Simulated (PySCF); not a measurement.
# Electron correlation in C (carbon, neutral)

[He] 2s1 2p2 3s1, high-spin 5P determinant (an excited configuration). All numbers are calculated (PySCF 2.14, the non-relativistic Hamiltonian (point nucleus), in aug-cc-pwCVQZ). Frozen: 1s2; 4 electrons correlated.

MP2 pair energies summed by pair of shells (mhartree):

```csv
pair,energy,share (%)
2p-2p,-7.51,44.0
2s-2p,-5.51,32.2
2p-3s,-3.20,18.7
2s-3s,-0.87,5.1
```

Total MP2 correlation energy: -17.09 mhartree.

Same-spin part -17.09 and opposite-spin part 0.00 mhartree; SCS-MP2 scales them by 1/3 and 6/5 to -5.70 mhartree.
